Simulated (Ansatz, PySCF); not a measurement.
Reaction (SMILES): C[N](C)[Ge]([Cl])([Cl])[Cl] [N-methyl-N-trichlorogermylmethanamine] + 6 [H][H] (H2) → 2 C (CH4) + 3 Cl (HCl) + [GeH4] (GeH4) + N (NH3)
Structures are relaxed separately at B3LYP-D3(BJ)/def2-TZVP in Ansatz (a quantum-chemistry and plane-wave program), one conformer each, not searched for the lowest.

Property: energy of full hydrogenation (0 K, with B3LYP-D3(BJ) harmonic zero-point energies from PySCF), in kcal/mol. Correlated levels leave the core frozen unless marked. Spin-orbit coupling is left out. Frozen are the shells of the preceding noble gas and the d and f shells that filled before the atom's block. Non-relativistic. CBS marks a two-point X^-3 extrapolation of the correlation energy; Hartree-Fock from the larger set.

| level | program | energy of full hydrogenation (kcal/mol) |
|---|---|---|
| BLYP-D3(BJ)/def2-TZVPD | Ansatz + dftd3 | 11.0 |
| BLYP/def2-TZVPD | Ansatz | -3.8 |
| revPBE/def2-TZVPD | Ansatz | … |
| r2SCAN/def2-TZVPD | Ansatz | 8.3 |
| B3LYP/def2-TZVPD | Ansatz | -5.3 |
| PBE0/6-31G* | Ansatz | … |
| PBE0-D4/def2-TZVPD | Ansatz + dftd4 | … |
| PBE0/def2-QZVPP | Ansatz | -4.5 |
| CAM-B3LYP-D4/def2-TZVPD | Ansatz + dftd4 | 1.4 |
| CAM-B3LYP/def2-TZVPD | Ansatz | -6.1 |
| wB97M-V/def2-TZVPD | Ansatz | 5.5 |
| SCS-MP2/STO-3G | Ansatz | 68.4 |
| SCS-MP2/def2-TZVPPD | Ansatz | 10.2 |
| CCSD(T)/CBS(def2-TZVPP,def2-QZVPP) | Ansatz | … |

### Question
Fill in the missing entries.

### Answer

- revPBE/def2-TZVPD, energy of full hydrogenation (kcal/mol): -2.4
- PBE0/6-31G*, energy of full hydrogenation (kcal/mol): 11.9
- PBE0-D4/def2-TZVPD, energy of full hydrogenation (kcal/mol): 4.9
- CCSD(T)/CBS(def2-TZVPP,def2-QZVPP), energy of full hydrogenation (kcal/mol): 10.1
